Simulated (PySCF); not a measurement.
C7H8O, SMILES Cc1cccc(O)c1 (GFN2-xTB optimised geometry):

```
16

C     -1.658     1.984     0.021
C     -0.958     0.658    -0.002
C     -1.687    -0.526    -0.003
C     -1.040    -1.747    -0.003
C      0.342    -1.808    -0.002
C      1.080    -0.631     0.000
O      2.443    -0.631     0.000
C      0.426     0.596     0.000
H     -1.901     2.257     1.048
H     -2.587     1.940    -0.543
H     -1.026     2.764    -0.396
H     -2.767    -0.488    -0.005
H     -1.613    -2.662    -0.006
H      0.849    -2.764    -0.004
H      2.767    -1.540    -0.002
H      1.022     1.495     0.000
```

Calculation: PySCF 2.14.0 with CAM-B3LYP/def2-TZVP.

What are the frontier orbital energies and the dipole moment?

HOMO-2 -10.92 eV, HOMO-1 -8.31 eV, HOMO -7.63 eV, LUMO 0.96 eV, LUMO+1 1.33 eV; dipole moment 1.05 D.

Meta-Löwdin charges at CAM-B3LYP/def2-TZVP: C1 -0.34, C2 0.05, C3 -0.16, C4 -0.10, C5 -0.19, C6 0.23, O7 -0.48, C8 -0.18, H9 0.12, H10 0.12, H11 0.12, H12 0.11, H13 0.12, H14 0.11, H15 0.35, H16 0.12.
